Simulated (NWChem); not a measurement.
System: BI$_{3}$; SMILES B(I)(I)I

Here is an NWChem input.

```
start job
memory heap 200 mb stack 900 mb global 1100 mb
geometry units angstroms noautoz
  B      0.000000     0.000000    -0.000886
  I      0.546403     2.048308    -0.000866
  I      1.500685    -1.497353    -0.000866
  I     -2.047088    -0.550955    -0.000866
end
basis spherical
  * library def2-tzvpd
end
ecp
  I library def2-ecp
end
dft
  xc xcamb88 1.00 lyp 0.81 vwn_5 0.19 hfexch 1.00
  cam 0.33 cam_alpha 0.19 cam_beta 0.46
  iterations 150
  semidirect filesize 400000000
  mulliken
end
task dft energy
```

All runs use the structure optimised with PBE0/def2-SVP. def2 effective core potentials on I; no spin-orbit coupling.

Give the results of this calculation. (CAM-B3LYP/def2-TZVPD with def2 effective core potentials on I.) Quantities: energy (Ha); highest occupied level (eV); orbital gap (eV).


```json
{
  "energy (Ha)": "-918.04",
  "highest occupied level (eV)": "-8.61",
  "orbital gap (eV)": "7.14"
}
```
